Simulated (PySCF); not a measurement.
Molecule: `CCSC(F)(F)F`, C3H5F3S.

Cartesian coordinates in Å; atom numbers follow the order of the lines, from 1:
```xyz
12

C     1.9600    0.0087    0.4288
C     0.5408   -0.3577    0.0458
S    -0.5152    1.1477    0.1121
C    -2.0696    0.3489   -0.3863
F    -1.9753   -0.2194   -1.5939
F    -3.0605    1.2291   -0.4305
F    -2.4263   -0.6237    0.4604
H     1.9905    0.4157    1.4362
H     2.5863   -0.8794    0.3894
H     2.3606    0.7510   -0.2568
H     0.4929   -0.7408   -0.9733
H     0.1168   -1.0808    0.7423
```

Frames of a GFN2-xTB Langevin trajectory at 300 K; GIAO PBE0/pcSseg-1 shieldings in PySCF, gas phase, non-relativistic; equivalent atoms averaged within each frame.

δ = σ(ref) − σ, references computed at the same level: ¹³C (σref 186.93) and ¹H (σref 31.72) vs TMS; ³³S (σref 503.73) against CS2; ¹⁹F (σref 170.95) against CFCl3. The references are static minima.

Problem. How do the shifts (ppm) fluctuate along the trajectory?

Solution. 
```
         time (fs)     C4    C2    C1   S3  F5/F6/F7  H11/H12  H8/H9/H10
optimised geometry  142.5  33.2  12.8  111     -58.7     3.20       1.40
               250  136.1  25.1  12.9  106     -66.9     3.26       1.31
               425  142.4  42.8  19.6  210     -54.8     2.77       1.49
               625  146.8  40.5  25.2  171     -38.7     3.30       1.69
               800  154.3  29.0  18.8  138     -34.7     2.65       2.13
              1000  152.0  46.1  18.7  201     -28.6     3.51       1.41
    mean of frames  146.3  36.7  19.1  165     -44.7     3.10       1.61
standard deviation    7.4   9.1   4.4   44      15.7     0.37       0.32
```

5 frames give an uncertainty of the mean of about the standard deviation over 2.2 at best, since frames this close in time may not be independent; classical motion lacks zero-point vibration, and the reference would need the same averaging.
